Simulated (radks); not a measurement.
The numbers below are computed, except where a source is named.
Ionisation of the argon ion Ar2+, [Ne] 3s2 3p4, to Ar3+, [Ne] 3s2 3p3, under several functionals. Non-relativistic Kohn-Sham, spin-polarised, spherical densities, point nucleus; open shells are filled with parallel spins first; a radial shooting solver on a logarithmic mesh with Libxc functionals.

functional                          E(Ar2+) (hartree)  Exc (hartree)  IE (eV)  -e(HOMO) (eV)  <r> HOMO (bohr)  IE error (eV)
revTPSS                                    -525.77549      -29.88461   40.340         33.933            1.483         -0.395
exchange-only B88                          -525.28634      -29.38929   39.065         32.656            1.489         -1.670
PBE                                        -525.74704      -29.85778   40.500         33.989            1.480         -0.235
Wu-Cohen GGA                               -525.45610      -29.56148   40.531         34.003            1.477         -0.204
revPBE                                     -525.86167      -29.97712   40.426         33.940            1.481         -0.309
B86b exchange with PBE correlation         -525.92753      -30.04358   40.548         34.028            1.479         -0.187
BP86                                       -525.99207      -30.10972   40.700         34.140            1.478         -0.035
exchange-only r2SCAN                       -525.28038      -29.39535   38.702         32.621            1.493         -2.033
SOGGA                                      -524.89401      -28.98304   40.331         33.838            1.480         -0.404

NIST Atomic Spectra Database: 40.74 eV (semi-empirical). Closest: BP86. The Delta-SCF values span 2.00 eV, the total energies 1.10 hartree. The highest occupied level is 3p. Open shells are spherical and high-spin; term and fine-structure splittings are not resolved.
